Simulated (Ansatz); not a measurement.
Ideal-gas functions of C3H5Si (`[C]#C[SiH2]C`) radical at 500 K and 1 bar, from an Ansatz frequency run at PBE0-D4/def2-TZVP.

Molar mass 69.16 g/mol, point group Cs (symmetry number 1), electronic degeneracy 2, moments of inertia 34.222, 143.723, 168.893 u Å². Harmonic wavenumbers (cm⁻¹, unscaled): 118, 145, 190, 277, 487, 611, 681, 706, 751, 883, 902, 949, 1278, 1446, 1450, 2158, 2233, 2233, 3056, 3142, 3149.

Use S(trans) = R[1.5 ln M + 2.5 ln T − 1.1517]; rotational temperatures θ = 24.2544 K / I; S(rot) = R[ln(√π/σ · √(T³/θAθBθC)) + 1.5]; for each mode x = 1.438777 ν̃/T, S = R[x/(eˣ − 1) − ln(1 − e⁻ˣ)] and H = RT x/(eˣ − 1); 1 cm⁻¹ = 0.0119627 kJ/mol; R = 8.31446 J/(mol·K).

**Question.** By hand: the entropy, in J/(mol·K).

**Answer.** Translation 172.4. Rotation: θ = 0.7087, 0.1688, 0.1436 K, giving 111.6. Vibration, mode by mode: 17.33, 15.64, 13.44, 10.42, 6.16, 4.62, 3.94, 3.72, 3.36, 2.49, 2.38, 2.14, 1.01, 0.68, 0.67, 0.12, 0.10, 0.10, 0.01, 0.01, 0.01, in all 88.3. Electronic 5.8. Sum 378.1 J/(mol·K).

**Question.** By hand: H − E and G − E in kJ/mol, counted from the electronic energy.

**Answer.** Zero-point energy ½ × 26845 × 0.0119627 = 160.6; thermal vibration 23.5; translation, rotation and pV give 4 RT = 16.6. H − E = 200.7 kJ/mol, and G − E = 200.7 − 500 × 378.1/1000 = 11.6 kJ/mol.

Vibration gives 23 % of the entropy, 33.0 J/(mol·K) of it from the modes under 150 cm⁻¹: soft modes count most, and the harmonic formula is weakest for them.
